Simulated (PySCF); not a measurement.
# Germanium: a sound run and one with changed settings

Sound run: Ge²⁺ [Ar] 3d10 4s2, Ge³⁺ [Ar] 3d10 4s1. Computed with PySCF 2.14 in aug-cc-pVDZ-DK (6s5p3d, 36 functions), with scalar relativity by spin-free X2C-1e. In the sound run the correlated levels freeze [Ar] 3d10. The sound run starts from symmetry-adapted Hartree-Fock orbitals and uses a fine grid where one is needed.

Changed run: basis STO-3G, all-electron and non-relativistic. This setting is unsound on purpose.

| species | method | sound run (hartree) | changed run (hartree) | converged |
| --- | --- | --- | --- | --- |
| Ge²⁺ | UHF | -2096.12748 | -2050.96627 | yes |
| Ge²⁺ | TPSS | -2097.72721 | -2052.08115 | yes |
| Ge²⁺ | BP86 | -2098.05874 | -2052.27975 | yes |
| Ge²⁺ | MP2 | -2096.15317 | -2050.98943 | yes |
| Ge²⁺ | CCSD(T) | -2096.16553 | -2051.00509 | yes |
| Ge³⁺ | UHF | -2094.94169 | -2049.87028 | yes |
| Ge³⁺ | TPSS | -2096.47358 | -2050.93700 | yes |
| Ge³⁺ | BP86 | -2096.78782 | -2051.13036 | yes |

Ionisation energy of Ge²⁺:

```json
{"method": "UHF", "sound run (eV)": "32.267", "changed run (eV)": "29.823"}
{"method": "TPSS", "sound run (eV)": "34.113", "changed run (eV)": "31.134"}
{"method": "BP86", "sound run (eV)": "34.584", "changed run (eV)": "31.276"}
{"method": "MP2", "sound run (eV)": "32.966", "changed run (eV)": "30.454"}
{"method": "SCS-MP2", "sound run (eV)": "33.106", "changed run (eV)": "30.580"}
{"method": "CCSD", "sound run (eV)": "33.302", "changed run (eV)": "30.880"}
{"method": "CCSD(T)", "sound run (eV)": "33.302", "changed run (eV)": "30.880"}
{"method": "CCSDT", "sound run (eV)": "33.302", "changed run (eV)": "30.880"}
{"method": "FCI", "sound run (eV)": "33.302", "changed run (eV)": "30.880"}
```

A minimal basis cannot let orbitals breathe on ionisation and holds almost no correlation. The Hamiltonian changed with the basis, so the totals do not compare.

For comparison, NIST gives 34.058 eV between the lowest levels.
